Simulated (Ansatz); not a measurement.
Consider the formal hydrolysis of a Ga–Si bond: `N[SiH](N)[Ga]([F])[Cl]` + H₂O → `[OH][Ga]([F])[Cl]` + `N[SiH2]N`.

Calculated with Ansatz (gas phase, PBE0-D4/def2-TZVP geometries, no zero-point term in ΔE). CCSD(T)/CBS adds triple-zeta CCSD(T) − MP2 to the extrapolated MP2 energy (def2 sets, frozen cores). This one scheme is used for every species. DFT in def2-TZVPP. B3LYP here is the variant with VWN-RPA as its local correlation; programs differ in this. HSE06 is defined as in plane-wave codes. For Ga outer-core shells are correlated without core-valence functions, which leaves a few kJ/mol of doubt a bond. Scalar relativity is left out up to krypton. One conformer a species, not always the lowest.

| level | ΔE (kcal/mol) | difference from CCSD(T)/CBS |
| --- | --- | --- |
| PBE-D4 | 1.2 | 4.5 |
| B3LYP-D4 | -1.5 | 1.8 |
| r2SCANh-D4 | -3.3 | 0.0 |
| ωB97X-V | -4.7 | -1.4 |
| revPBE | -0.9 | 2.4 |
| PBE0 | -1.8 | 1.5 |
| B3LYP | -3.9 | -0.6 |
| HSE06 | -1.8 | 1.5 |
| BHLYP | -6.1 | -2.8 |
| MP2/def2-SVP | -11.5 | -8.2 |
| HF/def2-TZVPP | -10.7 | -7.4 |
| MP2/def2-TZVPP | -7.1 | -3.8 |
| CCSD/def2-TZVPP | -6.7 | -3.4 |
| MP2/def2-QZVPP | -5.6 | -2.3 |
| SCS-MP2/def2-QZVPP | -7.1 | -3.8 |
| HF/CBS(def2) | -11.1 | -7.8 |
| CCSD(T)/CBS | -3.3 | 0 |

Q: What do rigid-rotor, harmonic-oscillator terms from PBE0-D4/def2-TZVP frequencies (298.15 K, 1 bar) make of the CCSD(T)/CBS value? (Best estimate.)

A: Ansatz gave: ΔZPE = -0.3 kcal/mol, ΔH = -5.0 kcal/mol, ΔS = -8 J/(mol·K), ΔG = -4.4 kcal/mol. Modes under 50 cm⁻¹ make the entropy rough.

Largest T1 diagnostic among the species: 0.014.

Leaving LDA and LC-ωPBE aside and taking each functional with its dispersion term where it has one, the values, not all of them listed here, spread over 6.9 kcal/mol, from B2PLYP to PBE-D4. LDA lies +0.9 kcal/mol from PBE without D4. From PBE to PBE0 (25 % exact exchange), in def2-TZVPP and without D4, ΔE moves by −1.6 kcal/mol. In def2-TZVPP, CCSD(T) changes the Hartree–Fock value by +4.5 kcal/mol (the triples alone add +0.6 kcal/mol) and MP2 by +3.6 kcal/mol.
